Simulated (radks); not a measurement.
The numbers below are computed, except where a source is named.
Hg IV, 77 electrons, occupied as [Xe] 4f14 5d8 6p1 (not the ground configuration). Level of theory: scalar-relativistic Kohn-Sham, OLYP, spin-polarised, spherical densities, finite nucleus; open shells are filled with parallel spins first (spin-orbit coupling, left out, can overturn this in heavy ions); Fermi nuclear charge, rms radius 5.4648 fm (a radial shooting solver on a logarithmic mesh with Libxc functionals).

Local quantities along the radius. ELF = 1/(1 + alpha^2) is the electron localisation function; alpha = (tau - tau_W)/tau_unif compares the Pauli kinetic energy density with that of the uniform gas (summed over spins); 4 pi r^2 rho is in e/bohr; s = |grad rho|/(2 (3 pi^2)^(1/3) rho^(4/3)) is the reduced gradient; -r V(r) is the screened charge that the Kohn-Sham potential of spin up presents (atomic units). tau is taken from the large components.

r (bohr),ELF,alpha,4 pi r^2 rho,s,-r V(r)
0.0007324,1.000,0.02134,6.918,1.068,79.67
0.0009926,0.999,0.02267,10.88,0.9057,79.52
0.001334,0.999,0.02476,16.67,0.7883,79.33
0.001809,0.999,0.02818,25.30,0.7018,79.08
0.002451,0.999,0.03371,37.36,0.6443,78.75
0.003295,0.998,0.04268,52.70,0.6125,78.31
0.004466,0.997,0.05891,71.45,0.6029,77.71
0.006053,0.992,0.09013,90.73,0.6163,76.92
0.008138,0.977,0.1540,105.5,0.6513,75.91
0.01103,0.914,0.3062,111.3,0.7028,74.58
0.01495,0.692,0.6670,106.2,0.7308,72.85
0.0201,0.393,1.243,98.90,0.6308,70.73
0.02724,0.362,1.329,105.3,0.3833,68.08
0.03691,0.604,0.8099,131.2,0.2808,64.82
0.04963,0.742,0.5896,150.5,0.3664,60.98
0.06726,0.581,0.8487,136.2,0.4771,56.31
0.09115,0.348,1.370,117.3,0.3436,50.92
0.1226,0.574,0.8616,134.0,0.2130,45.11
0.1661,0.703,0.6495,131.4,0.3875,38.69
0.2251,0.339,1.395,85.70,0.4625,31.95
0.3026,0.460,1.084,83.63,0.1554,25.49
0.4102,0.718,0.6272,88.32,0.3217,19.23
0.5559,0.489,1.021,50.10,0.5668,14.04
0.7534,0.347,1.371,26.54,0.4425,10.12
1.013,0.647,0.7389,20.00,0.4479,7.405
1.373,0.569,0.8709,10.73,0.7445,5.515
1.86,0.262,1.680,3.745,1.158,4.386
2.501,0.152,2.360,1.166,1.563,3.860
3.39,0.162,2.271,0.3130,2.580,3.478
4.594,0.062,3.889,0.04796,5.998,3.484
6.177,0.003,19.09,0.002615,21.32,3.332

On this mesh the ELF has minima near r = 0.023, 0.091, 0.26, 0.65 bohr, which separate the shells, and maxima near 0.050 (0.74), 0.17 (0.70), 0.41 (0.72), 1.2 (0.66), 3.4 (0.16).
